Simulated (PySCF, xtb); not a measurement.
In(F)(SeH)2 (FH2InSe2), SMILES [F][In]([SeH])[SeH].

GFN2-xTB (xtb 6.7.1) at its own geometry gives an orbital gap of 2.09 eV and a dipole moment of 2.78 D.

Geometry optimised at PBE-D3(BJ)/def2-SVP. The structure was generated by enumeration; whether it is a known compound was not checked. The def2 effective core potentials stand for the cores of In; spin–orbit coupling is left out. Other conformers were not sampled.

Problem. What does ωB97X/def2-TZVP in PySCF give? (An estimate is asked for; the answer gives what the named calculation found.)

Solution. gap 9.14 eV (levels -9.75 and -0.61 eV), dipole 2.37 D.
